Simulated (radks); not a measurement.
Q: These are the eigenvalues of the occupied orbitals of an atom or ion with whole-number occupations (hartree). Calculated with a radial shooting solver on a logarithmic mesh with Libxc functionals: Dirac Kohn-Sham, PBE, spin-unpolarised, spherical densities, point nucleus.

| orbital | eigenvalue |
|---|---|
| 1s1/2 | -66.43207 |
| 2s1/2 | -5.90896 |
| 2p1/2 | -4.31179 |
| 2p3/2 | -4.28790 |
| 3s1/2 | -1.04865 |

Which element is it, and in what charge state? The configuration may be excited. Open shells, if any, are shared by 2j + 1.

A: Z = 14, silicon, charge +2: Si2+ in [Ne] 3s2. The list shows which subshells hold electrons but not how many an open one holds; the 1s level, -66.432 hartree, gives Z - s = 11.5 by -(Z - s)^2/2, which with screening and relativity narrows Z to a few neighbours, and the depths of the outer levels then fix element, charge and occupations together.
